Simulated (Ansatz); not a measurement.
`C[O][Mo]([OH])([F])([F])([F])[F]` + `CB(O)S` → `CSB(C)O` + `[OH][Mo]([OH])([F])([F])([F])[F]`  (substitution at a C–O bond)

Computed with Ansatz on PBE0-D4/def2-TZVP structures; ΔE is electronic, products minus reactants. CBS: MP2 limit from def2 TZ/QZ plus the TZ coupled-cluster correction, frozen cores. DFT in def2-TZVPP. B3LYP here is the variant with VWN-RPA as its local correlation; programs differ in this. HSE06 is defined as in plane-wave codes. def2 core potentials past Kr. For Mo outer-core shells are correlated without core-valence functions, which leaves a few kJ/mol of doubt a bond. One conformer a species, not always the lowest.

`C[O][Mo]([OH])([F])([F])([F])[F]`:

Cartesian coordinates in Å:
```
C 1.335 1.221 0.906
O 0.876 0.393 -0.121
Mo -0.397 -0.805 -0.548
O -1.659 0.565 -0.607
F -1.896 -1.889 -0.684
F 0.610 -2.350 -0.605
F -0.531 -1.073 1.289
F -0.092 -0.719 -2.360
H 1.085 0.758 1.865
H 2.415 1.340 0.806
H 0.843 2.193 0.820
H -2.588 0.366 -0.763
```

`CB(O)S`:

Z-matrix (Å, degrees):
```
C
B 1 1.565
H 1 1.094 2 110.8
H 1 1.094 2 111.3 3 118.3
H 1 1.091 2 111.4 3 -120.6
O 2 1.359 1 119.2 3 118.3
S 2 1.829 1 122.6 3 -61.5
H 6 0.961 2 115.1 1 -179.8
H 7 1.341 2 96.8 1 -0.2
```

`CSB(C)O`:

Cartesian coordinates in Å:
```
C -0.315 0.221 1.870
S 0.664 -1.028 1.008
B 0.486 -0.588 -0.747
C -0.355 0.631 -1.253
O 1.127 -1.368 -1.662
H 0.071 1.221 1.678
H -0.234 0.010 2.935
H -1.363 0.167 1.578
H -1.399 0.559 -0.935
H -0.332 0.698 -2.342
H 0.025 1.574 -0.845
H 1.626 -2.097 -1.285
```

`[OH][Mo]([OH])([F])([F])([F])[F]`:

```xyz
9

O    -1.472   -0.660   -0.589
Mo    0.011    0.287   -0.089
O     1.072   -1.212    0.088
F    -0.665    1.991   -0.221
F    -0.721    0.193    1.612
F     0.516    0.508   -1.836
F     1.459    1.130    0.713
H    -2.187   -1.039   -0.067
H     1.987   -1.198    0.388
```

```json
{"level": "CAM-B3LYP-D4", "ΔE (kJ/mol)": "0.7", "difference from CCSD(T)/CBS": "2.3"}
{"level": "B2PLYP", "ΔE (kJ/mol)": "3.7", "difference from CCSD(T)/CBS": "5.3"}
{"level": "B3LYP", "ΔE (kJ/mol)": "2.0", "difference from CCSD(T)/CBS": "3.6"}
{"level": "r2SCANh", "ΔE (kJ/mol)": "-4.7", "difference from CCSD(T)/CBS": "-3.1"}
{"level": "r2SCAN0", "ΔE (kJ/mol)": "-5.5", "difference from CCSD(T)/CBS": "-3.9"}
{"level": "HSE06", "ΔE (kJ/mol)": "-5.2", "difference from CCSD(T)/CBS": "-3.6"}
{"level": "MP2/def2-TZVPP", "ΔE (kJ/mol)": "4.9", "difference from CCSD(T)/CBS": "6.5"}
{"level": "SCS-MP2/def2-TZVPP", "ΔE (kJ/mol)": "6.6", "difference from CCSD(T)/CBS": "8.2"}
{"level": "MP2/def2-QZVPP", "ΔE (kJ/mol)": "1.9", "difference from CCSD(T)/CBS": "3.5"}
{"level": "CCSD/CBS(def2)", "ΔE (kJ/mol)": "-2.6", "difference from CCSD(T)/CBS": "-1.0"}
{"level": "CCSD(T)/CBS", "ΔE (kJ/mol)": "-1.6", "difference from CCSD(T)/CBS": "0"}
```

Largest T1 diagnostic among the species: 0.025, so the coupled-cluster value is less sure than usual.

Leaving LDA and LC-ωPBE aside and taking each functional with its dispersion term where it has one, the values, not all of them listed here, spread over 11.1 kJ/mol, from revPBE-D4 to B2PLYP. At CCSD(T), def2-SVP lies +26.1 kJ/mol from the extrapolated value and def2-TZVPP +4.9 kJ/mol.
